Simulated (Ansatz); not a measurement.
A made-up structure of AlBGeH4, closed shell:

B1  (-0.134, 0.154, 1.164)
Al2  (0.497, -0.153, -1.226)
Ge3  (-1.296, -0.083, -0.345)
H4  (-2.801, -0.141, -0.452)
H5  (1.748, -0.248, -2.186)
H6  (0.207, 0.311, 2.251)
H7  (0.889, 0.112, 0.639)
(Å)

It is relaxed with PBE-D4/def2-SVP and then PBE0-D4/def2-TZVP (Ansatz 0.2.0). Atoms count as bonded within 1.22 times the sum of their covalent radii (H–H: 0.88 Å). The end point is not checked to be a true minimum.

**Question.** Does its bonding change? (A judgement: the text doesn't fix the answer.)

**Answer.** The calculation gives: Yes. Formed: Al2–H7; broken: none.

Where it ends: The first stage lowers the energy by 1.46 eV in 15 steps. It ends as AlBGeH₄ ([H]1[BH]2[GeH][AlH]12):
```xyz
7
angstrom
B -0.0588 0.1412 0.9374
Al 0.5520 -0.3077 -1.1327
Ge -1.5149 0.3134 -0.3872
H -2.9024 -0.3041 -0.1919
H 1.9105 -0.4120 -1.9322
H 0.0806 -0.0162 2.1106
H 1.0430 0.5384 0.4406
```

Labels in which every atom is bracketed show which atoms are joined, not bond orders.

For scale, one of the runs: PBE0-D4/def2-TZVP relaxation, 140 basis functions, launched by `ansatz run in.yaml --threads 2 --pin off --events-out ev --progress --plain --max-ram 4352MiB`. Hardware: 2 CPU threads of an Arm Neoverse V1, shared host. Wall time about 25 s.
